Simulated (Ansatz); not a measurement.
`C[SiH](F)S` → fluoromethane + `[SiH]S` at 400 K and 1 bar (silylene formation by 1,1-elimination).

Gas-phase electronic energies from Ansatz, PBE0-D4/def2-TZVP geometries. CCSD(T)/CBS is the MP2 limit (def2-TZVPP, def2-QZVPP) plus CCSD(T) − MP2 in def2-TZVPP, frozen cores. This one scheme is used for every species. One conformer a species, not always the lowest.

```tsv
species	CCSD(T)/CBS energy (Eh)	H − E (kJ/mol)	S (J/(mol·K))
`C[SiH](F)S`	-827.81979	183.2	360.7
`CF`	-139.63461	117.5	234.3
`[SiH]S`	-688.02937	61.1	271.5
```

H − E and S are ideal-gas, rigid-rotor, harmonic terms from PBE0-D4/def2-TZVP, for one conformer and one mirror image of each species. 1 Eh = 2625.50 kJ/mol, R = 8.31446 J/(mol·K).

Problem. By hand: ΔE, ΔH, ΔS and ΔG.

Solution. ΔE = (-139.63461) + (-688.02937) − (-827.81979) = 0.15581 Eh = 409.1 kJ/mol. Δ(H − E) = 117.5 + 61.1 − 183.2 = -4.6, so ΔH = 404.5 kJ/mol. ΔS = 234.3 + 271.5 − 360.7 = 145.1 J/(mol·K). ΔG = 404.5 − 400 × (145.1)/1000 = 346.5 kJ/mol.

Problem. By hand: the equilibrium constant, and the temperature at which ΔG would vanish if ΔH and ΔS stayed fixed.

Solution. log₁₀ K = −ΔG/(RT ln 10) = -45.2. ΔG = 0 at ΔH/ΔS = 2788 K, far beyond where these terms or the molecules hold.

The number of gas molecules changes by +1, which sets the sign of ΔS. A doubt of 5 kJ/mol in ΔE shifts log₁₀ K by 0.7 here. Other conformers and mirror images would add mixing entropy, several J/(mol·K) or more a flexible species. These are equilibria of isolated gas molecules and say nothing of rates. Largest T1 diagnostic: 0.016 (customary marks: 0.02 for closed shells, 0.045 for open ones).
